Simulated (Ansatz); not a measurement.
Geometry optimisation, Ansatz, RKS LDA/def2-SVP.

The input (input.yaml):

```yaml
crystal:
  periodic: [false, false, false]
  atoms:
    - { symbol: C, position_ang: [0.15807, -0.96638, 2.88389] }
    - { symbol: C, position_ang: [0.49313, -0.69489, 1.52094] }
    - { symbol: "N", position_ang: [0.779, -0.47953, 0.42753] }
    - { symbol: Au, position_ang: [0.29258, 0.27758, -1.3132] }
    - { symbol: C, position_ang: [-0.37895, 1.11203, -3.03583] }
    - { symbol: H, position_ang: [0.98771, -1.47107, 3.37943] }
    - { symbol: H, position_ang: [-0.52236, -0.37252, 1.75106] }
    - { symbol: H, position_ang: [-0.72537, -1.60401, 2.92084] }
    - { symbol: H, position_ang: [0.27865, 0.9163, -3.87963] }
    - { symbol: H, position_ang: [-0.47178, 2.19408, -2.97316] }
    - { symbol: H, position_ang: [-1.35998, 0.74482, -3.32964] }
basis:
  gaussian: { orbitals: def2-SVP }
hamiltonian:
  xc: lda
relax:
  f_tol: 0.02
  max_steps: 50
```

Command:

```bash
$ ansatz run input.yaml --threads 2 --pin off --max-ram 3072MiB --backend cpu --events-out ev --progress --plain --runs-dir out
```

Problem. Where does it end, and by what steps?

Solution. The forces met the threshold. The force dipped under the threshold on the way, but the program's further checks kept it going. After 16 steps the energy has fallen by 4.824 eV; H7 moved furthest, 1.79 Å. Parted: C2–H7. Joined: C1–H7.

```csv
step,energy less start (eV),largest force component (eV/Å),accepted
0,0.0000,6.287,yes
1,-1.2087,1.871,yes
2,-1.8450,3.619,yes
3,-2.7221,4.178,yes
4,-3.4770,3.599,yes
5,-4.3308,2.299,yes
6,-4.5858,0.301,yes
7,-4.6669,0.291,yes
8,-4.7332,0.196,yes
9,-4.7735,0.280,yes
10,-4.8107,0.062,yes
11,-4.8212,0.010,yes
12,-4.8211,0.239,no
13,-4.8232,0.079,yes
14,-4.8178,0.221,no
15,-4.8243,0.004,yes
16,-4.8245,0.014,yes
```

```xyz
11
Properties=species:S:1:pos:R:3
C 0.168 -1.122 2.833
C 0.074 -0.632 1.488
N -0.002 -0.234 0.396
Au -0.135 0.451 -1.472
C -0.268 1.137 -3.342
H 1.230 -1.174 3.156
H -0.379 -0.452 3.531
H -0.272 -2.140 2.908
H 0.602 0.805 -3.951
H -0.293 2.250 -3.357
H -1.194 0.767 -3.837
```

Whether the end is a true minimum wasn't checked by a vibrational analysis.

Time of the run: 26 s on 2 threads of Arm Neoverse V2 (shared host), peak memory 0.15 GiB.
